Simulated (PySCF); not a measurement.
**PbI: from constants to spectrum**

UHF-CCSD(T) constants of PbI, ²Π (doublet), unpaired electrons π ↑ (PySCF, scalar-relativistic core potentials, basis sets Pb cc-pVDZ-PP with ECP60, I cc-pVDZ-PP with ECP28; masses 207.9766 and 126.9045 u):

- ωe: 163.4 cm⁻¹
- ωexe: 0.273 cm⁻¹
- Be: 0.026255 cm⁻¹
- αe: 6.04e-05 cm⁻¹
- D (centrifugal): 2.71e-09 cm⁻¹
- De to Pb + I: 2.51 eV

Q: Give the vibrational terms G(v) and spacings up to v = 6.

A: G(v) = ωe(v+½) − ωexe(v+½)².

```json
{"v": "0", "G(v) (cm⁻¹)": "81.6", "G(v) − G(v−1)": "", "Bv (cm⁻¹)": "0.02622"}
{"v": "1", "G(v) (cm⁻¹)": "244.5", "G(v) − G(v−1)": "162.9", "Bv (cm⁻¹)": "0.02616"}
{"v": "2", "G(v) (cm⁻¹)": "406.8", "G(v) − G(v−1)": "162.3", "Bv (cm⁻¹)": "0.02610"}
{"v": "3", "G(v) (cm⁻¹)": "568.6", "G(v) − G(v−1)": "161.8", "Bv (cm⁻¹)": "0.02604"}
{"v": "4", "G(v) (cm⁻¹)": "729.8", "G(v) − G(v−1)": "161.2", "Bv (cm⁻¹)": "0.02598"}
{"v": "5", "G(v) (cm⁻¹)": "890.4", "G(v) − G(v−1)": "160.7", "Bv (cm⁻¹)": "0.02592"}
{"v": "6", "G(v) (cm⁻¹)": "1050.6", "G(v) − G(v−1)": "160.1", "Bv (cm⁻¹)": "0.02586"}
```

Q: How well does the Morse estimate ωe²/(4ωexe) reproduce De, and what is D0?

A: It gives 3.03 eV, 121 % of the computed De. D0 = De − G(0) = 2.51 − 0.01 = 2.50 eV.

Correlated steps freeze 8 core orbitals. Correlated levels converge slowly with the basis: in double zeta they bind strong bonds too weakly, by up to about 1 eV, and carry superposition errors of some tenths. Spin–orbit coupling is left out, which matters for elements this heavy, above all for dissociation energies. The state was picked by a PBE0 search and need not be the measured ground state.
